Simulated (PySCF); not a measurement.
PySCF input for (1E)-1-bromobuta-1,3-diene (C4H5Br), SMILES C(/C=C)=C\Br, TDDFT-PBE/def2-SVPD. The structure is a stationary point at B3LYP-D3(BJ)/def2-SVP. Other conformers were not sampled.

```python
import numpy as np
from pyscf import gto, scf, dft, tdscf

mol = gto.M(
    atom='''
    C    -0.36922908   -3.67548612    0.00000000
    C     0.38012566   -2.56070335    0.00000000
    C    -0.16776523   -1.21221282    0.00000000
    C     0.60213788   -0.11318424    0.00000000
    Br   -0.09152528    1.64470230    0.00000000
    H    -1.46251450   -3.62612506    0.00000000
    H     0.08534361   -4.66872573    0.00000000
    H     1.47306442   -2.64635433    0.00000000
    H    -1.25787563   -1.10862224    0.00000000
    H     1.69375149   -0.14523407    0.00000000
    ''',
    basis='def2-SVPD',
    charge=0,
    spin=0,
    symmetry=True,
    max_memory=1600,
    verbose=4,
)
mf = dft.RKS(mol, xc='pbe').density_fit(auxbasis='def2-universal-jkfit')
mf.grids.level = 3
mf.conv_tol = 1e-9
mf.max_cycle = 100
mf.kernel()
mf.grids = dft.Grids(mol).set(level=1).build(with_non0tab=True)  # coarser grid for the response kernel
td = tdscf.TDDFT(mf)
td.singlet = True
td.nstates = 10
td.conv_tol = 1e-4
td.positive_eig_threshold = 1e-6
td.kernel(x0=td.get_init_guess(mf, 15))
td.analyze()
tt = tdscf.TDA(mf)
tt.singlet = False
tt.nstates = 4
tt.conv_tol = 1e-4
tt.positive_eig_threshold = 1e-6
tt.kernel(x0=tt.get_init_guess(mf, 9))
tt.analyze(verbose=3)
```

Log of the run:

```
PySCF version 2.14.0

[INPUT] verbose = 4
[INPUT] num. atoms = 10
[INPUT] num. electrons = 64
[INPUT] charge = 0
[INPUT] spin (= nelec alpha-beta = 2S) = 0
[INPUT] symmetry True subgroup None
[INPUT] Mole.unit = angstrom
[INPUT] Symbol           X                Y                Z      unit          X                Y                Z       unit  Magmom
[INPUT]  1 C     -0.369229080000  -3.675486120000   0.000000000000 AA   -0.697741838425  -6.945662141440   0.000000000000 Bohr   0.0
[INPUT]  2 C      0.380125660000  -2.560703350000   0.000000000000 AA    0.718333390320  -4.839028017756   0.000000000000 Bohr   0.0
[INPUT]  3 C     -0.167765230000  -1.212212820000   0.000000000000 AA   -0.317030337925  -2.290750234487   0.000000000000 Bohr   0.0
[INPUT]  4 C      0.602137880000  -0.113184240000   0.000000000000 AA    1.137875682426  -0.213887215217   0.000000000000 Bohr   0.0
[INPUT]  5 Br    -0.091525280000   1.644702300000   0.000000000000 AA   -0.172957712674   3.108036903442   0.000000000000 Bohr   0.0
[INPUT]  6 H     -1.462514500000  -3.626125060000   0.000000000000 AA   -2.763751858205  -6.852383256822   0.000000000000 Bohr   0.0
[INPUT]  7 H      0.085343610000  -4.668725730000   0.000000000000 AA    0.161276049382  -8.822612980410   0.000000000000 Bohr   0.0
[INPUT]  8 H      1.473064420000  -2.646354330000   0.000000000000 AA    2.783688317641  -5.000884912257   0.000000000000 Bohr   0.0
[INPUT]  9 H     -1.257875630000  -1.108622240000   0.000000000000 AA   -2.377040439465  -2.094992409202   0.000000000000 Bohr   0.0
[INPUT] 10 H      1.693751490000  -0.145234070000   0.000000000000 AA    3.200726439174  -0.274452616256   0.000000000000 Bohr   0.0

nuclear repulsion = 265.317824963966
point group symmetry = Cs
symmetry origin: [-8.85809107e-10 -3.24796671e-09  0.00000000e+00]
symmetry axis x: [ 1.00000000e+00 -1.58964098e-11  0.00000000e+00]
symmetry axis y: [1.58964098e-11 1.00000000e+00 0.00000000e+00]
symmetry axis z: [0. 0. 1.]
num. orbitals of irrep A' = 114
num. orbitals of irrep A" = 47
number of shells = 67
number of NR pGTOs = 253
number of NR cGTOs = 161
basis = def2-SVPD
ecp = {}


******** <class 'pyscf.df.df_jk.DFSymAdaptedRKS'> ********
method = DFSymAdaptedRKS
initial guess = minao
damping factor = 0
level_shift factor = 0
DIIS = <class 'pyscf.scf.diis.CDIIS'>
diis_start_cycle = 1
diis_space = 8
diis_damp = 0
SCF conv_tol = 1e-09
SCF conv_tol_grad = None
SCF max_cycles = 100
direct_scf = False
XC library pyscf.dft.libxc version 7.1.2
    S. Lehtola, C. Steigemann, M. J. T. Oliveira, and M. A. L. Marques,  SoftwareX 7, 1–5 (2018)
XC functionals = pbe
    J. P. Perdew, K. Burke, and M. Ernzerhof,  Phys. Rev. Lett. 77, 3865 (1996)
    J. P. Perdew, K. Burke, and M. Ernzerhof,  Phys. Rev. Lett. 78, 1396 (1997)
    J. P. Perdew, K. Burke, and M. Ernzerhof,  Phys. Rev. Lett. 77, 3865 (1996)
    J. P. Perdew, K. Burke, and M. Ernzerhof,  Phys. Rev. Lett. 78, 1396 (1997)
radial grids:
    Treutler-Ahlrichs [JCP 102, 346 (1995); DOI:10.1063/1.469408] (M4) radial grids

becke partition: Becke, JCP 88, 2547 (1988); DOI:10.1063/1.454033
pruning grids: <function nwchem_prune>
grids dens level: 3
symmetrized grids: True
atomic radii adjust function: <function treutler_atomic_radii_adjust>
small_rho_cutoff = 0
Freeze 0 electrons in irreps []
    64 free electrons in irreps A' A"
Set gradient conv threshold to 3.16228e-05
Initial guess from minao.
tot grids = 125936
init E= -2727.76991814932
HOMO (A") = -0.266324508148463  LUMO (A") = -0.132459905008782  gap/eV = 3.64264
cycle= 1 E= -2728.48803598625  delta_E= -0.718  |g|= 0.439  |ddm|= 5.95
HOMO (A") = -0.154092328027791  LUMO (A') = -0.0343641101019285  gap/eV = 3.25797
cycle= 2 E= -2728.37088158089  delta_E= 0.117  |g|= 0.736  |ddm|= 1.66
HOMO (A") = -0.205937118860632  LUMO (A") = -0.0756288105236007  gap/eV = 3.54587
cycle= 3 E= -2728.51961628045  delta_E= -0.149  |g|= 0.238  |ddm|= 1.46
HOMO (A") = -0.214852739429261  LUMO (A") = -0.0842446057549342  gap/eV = 3.55403
cycle= 4 E= -2728.53703671005  delta_E= -0.0174  |g|= 0.0646  |ddm|= 0.521
HOMO (A") = -0.213196555036901  LUMO (A") = -0.0800680674475891  gap/eV = 3.62261
cycle= 5 E= -2728.53801928042  delta_E= -0.000983  |g|= 0.0302  |ddm|= 0.146
HOMO (A") = -0.212567390845373  LUMO (A") = -0.0800264735918956  gap/eV = 3.60662
cycle= 6 E= -2728.53825526815  delta_E= -0.000236  |g|= 0.0119  |ddm|= 0.052
HOMO (A") = -0.212647759685098  LUMO (A") = -0.0804170421487149  gap/eV = 3.59818
cycle= 7 E= -2728.53829218728  delta_E= -3.69e-05  |g|= 0.00419  |ddm|= 0.0202
HOMO (A") = -0.212781196709138  LUMO (A") = -0.0804691835280953  gap/eV = 3.60039
cycle= 8 E= -2728.53829662589  delta_E= -4.44e-06  |g|= 0.000585  |ddm|= 0.00644
HOMO (A") = -0.212787834003163  LUMO (A") = -0.0804709189937323  gap/eV = 3.60053
cycle= 9 E= -2728.53829669848  delta_E= -7.26e-08  |g|= 0.000225  |ddm|= 0.00149
HOMO (A") = -0.212778619985889  LUMO (A") = -0.0804626445870058  gap/eV = 3.60050
cycle= 10 E= -2728.53829671124  delta_E= -1.28e-08  |g|= 3.08e-05  |ddm|= 0.000442
HOMO (A") = -0.212781398307488  LUMO (A") = -0.0804650529012183  gap/eV = 3.60051
cycle= 11 E= -2728.53829671148  delta_E= -2.41e-10  |g|= 9.1e-06  |ddm|= 0.00013
HOMO (A") = -0.212780371305496  LUMO (A") = -0.0804645076905888  gap/eV = 3.60050
Extra cycle  E= -2728.53829671148  delta_E= 6.37e-12  |g|= 1.15e-05  |ddm|= 7.8e-05
converged SCF energy = -2728.53829671148
tot grids = 40416
Overwritten attributes  positive_eig_threshold  of <class 'pyscf.tdscf.rks.CasidaTDDFT'>


******** <class 'pyscf.tdscf.rks.CasidaTDDFT'> for <class 'pyscf.df.df_jk.DFSymAdaptedRKS'> ********
nstates = 10 singlet
deg_eia_thresh = 1.000e-03
wfnsym = None
conv_tol = 0.0001
eigh lindep = 1e-12
eigh level_shift = 0
eigh max_cycle = 100


Excitation energies (eV)
[4.83746899 4.91826484 4.93927349 5.82574223 6.11888878 6.24794614
 6.40100023 6.4300623  6.52793418 6.66175114]

** Singlet excitation energies and oscillator strengths **
Excited State   1:   A'      4.83747 eV    256.30 nm  f=0.5373
      30 -> 33       -0.22698
      32 -> 33       -0.66007
Excited State   2:   A"      4.91826 eV    252.09 nm  f=0.0000
      31 -> 33       -0.70694
Excited State   3:   A"      4.93927 eV    251.02 nm  f=0.0006
      32 -> 34        0.70518
Excited State   4:   A'      5.82574 eV    212.82 nm  f=0.0796
      28 -> 33       -0.11113
      30 -> 33        0.48313
      32 -> 33       -0.17866
      32 -> 35       -0.46712
Excited State   5:   A"      6.11889 eV    202.63 nm  f=0.0030
      32 -> 36       -0.70592
Excited State   6:   A"      6.24795 eV    198.44 nm  f=0.0135
      32 -> 37        0.70541
Excited State   7:   A'      6.40100 eV    193.70 nm  f=0.0018
      31 -> 34        0.70233
Excited State   8:   A"      6.43006 eV    192.82 nm  f=0.0001
      32 -> 38       -0.70594
Excited State   9:   A'      6.52793 eV    189.93 nm  f=0.1302
      28 -> 33        0.28861
      30 -> 33        0.41608
      32 -> 33       -0.15596
      32 -> 35        0.43745
Excited State  10:   A"      6.66175 eV    186.11 nm  f=0.0002
      29 -> 33       -0.70262

** Transition electric dipole moments (AU) **
state          X           Y           Z        Dip. S.      Osc.
  1         0.2283      2.1169      0.0000      4.5334      0.5373
  2        -0.0000      0.0000     -0.0087      0.0001      0.0000
  3         0.0000     -0.0000      0.0688      0.0047      0.0006
  4         0.1760      0.7259      0.0000      0.5579      0.0796
  5         0.0000     -0.0000      0.1404      0.0197      0.0030
  6         0.0000     -0.0000      0.2971      0.0883      0.0135
  7         0.1057      0.0187      0.0000      0.0115      0.0018
  8         0.0000     -0.0000     -0.0204      0.0004      0.0001
  9         0.3628      0.8260      0.0000      0.8138      0.1302
 10         0.0000     -0.0000      0.0384      0.0015      0.0002

** Transition velocity dipole moments (imaginary part, AU) **
state          X           Y           Z        Dip. S.      Osc.
  1         0.0395      0.3715      0.0000      0.1395      0.5233
  2        -0.0000      0.0000     -0.0010      0.0000      0.0000
  3         0.0000     -0.0000      0.0184      0.0003      0.0012
  4         0.0367      0.1533      0.0000      0.0248      0.0773
  5         0.0000     -0.0000      0.0322      0.0010      0.0031
  6         0.0000     -0.0000      0.0774      0.0060      0.0174
  7         0.0304      0.0055      0.0000      0.0010      0.0027
  8         0.0000     -0.0000      0.0058      0.0000      0.0001
  9         0.0866      0.1943      0.0000      0.0453      0.1258
 10         0.0000     -0.0000      0.0089      0.0001      0.0002

** Transition magnetic dipole moments (imaginary part, AU) **
state          X           Y           Z
  1        -0.0000      0.0000     -0.5871
  2        -0.0422      0.4588     -0.0000
  3         0.0826      0.0390      0.0000
  4         0.0000      0.0000      0.0151
  5         0.0108     -0.1283      0.0000
  6         0.2807     -0.0695     -0.0000
  7         0.0000     -0.0000     -0.4338
  8         0.9200      0.0690     -0.0000
  9         0.0000     -0.0000     -0.4126
 10        -0.0197      0.1259     -0.0000
Overwritten attributes  positive_eig_threshold  of <class 'pyscf.tdscf.rks.TDA'>


******** <class 'pyscf.tdscf.rks.TDA'> for <class 'pyscf.df.df_jk.DFSymAdaptedRKS'> ********
nstates = 4 triplet
deg_eia_thresh = 1.000e-03
wfnsym = None
conv_tol = 0.0001
eigh lindep = 1e-12
eigh level_shift = 0
eigh max_cycle = 100


Excitation energies (eV)
[2.95600654 4.57048545 4.83397558 4.87045924]

** Triplet excitation energies and oscillator strengths **
Excited State   1:   A'      2.95601 eV    419.43 nm  f=0.0000
Excited State   2:   A"      4.57049 eV    271.27 nm  f=0.0000
Excited State   3:   A"      4.83398 eV    256.48 nm  f=0.0000
Excited State   4:   A'      4.87046 eV    254.56 nm  f=0.0000
```

The calculation finished and met its thresholds.
